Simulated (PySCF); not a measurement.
## Molecular orbitals of RuH⁺

LC-ωPBE at R = 1.597 Å; PySCF, scalar-relativistic core potentials, basis sets H def2-TZVPPD, Ru def2-TZVPPD with ECP28. State: ⁵Π (quintet), unpaired electrons σ ↑, π ↑, δ ↑↑. Only the outer orbitals are listed, counted within each symmetry, core potentials removing the inner ones.

| spin | orbital | occ. | ε (eV) | on H (%) | main shells (%) |
| --- | --- | --- | --- | --- | --- |
| α | 3σ | 1 | -21.00 | 23 | 74 Ru d, 22 H s |
| α | 1δ | 1 | -20.43 | 0 | 100 Ru d |
| α | 1δ | 1 | -20.40 | 2 | 98 Ru d |
| α | 2π | 1 | -20.28 | 0 | 100 Ru d |
| α | 2π | 1 | -18.95 | 0 | 100 Ru d |
| α | 4σ | 1 | -16.76 | 18 | 58 Ru s, 20 H s, 18 Ru d |
| α | 5σ | 0 | -6.22 | 15 | 42 Ru p, 39 Ru s, 15 H s |
| α | 3π | 0 | -4.65 | 0 | 100 Ru p |
| α | 3π | 0 | -4.40 | 0 | 100 Ru p |
| β | 3σ | 1 | -19.25 | 41 | 46 Ru d, 40 H s, 10 Ru s |
| β | 2π | 1 | -17.45 | 1 | 99 Ru d |
| β | 1δ | 0 | -7.84 | 5 | 87 Ru d |
| β | 2π | 0 | -7.75 | 1 | 98 Ru d |
| β | 1δ | 0 | -7.73 | 0 | 100 Ru d |

Question: Which are the highest filled and the lowest empty level, where do they sit, and how wide is the gap?

Answer: Highest filled α 4σ at -16.76 eV (in %: 58 Ru s, 20 H s, 18 Ru d); lowest empty β 1δ at -7.84 eV (in %: 87 Ru d); the gap at LC-ωPBE is 8.92 eV.

The bond order (Mayer) is 0.97. The ⟨S²⟩ is 6.003. The charge on H (Mulliken, basis-dependent) is 0.15, the charge on H (Löwdin, basis-dependent) is -0.20 and the dipole moment (positive dipole points towards Ru; it is taken about the centre of mass and depends on that origin) is 1.69 D.

Spin–orbit coupling is left out. With d or f electrons several states lie close, and the lowest PBE0 determinant need not be the measured ground state.
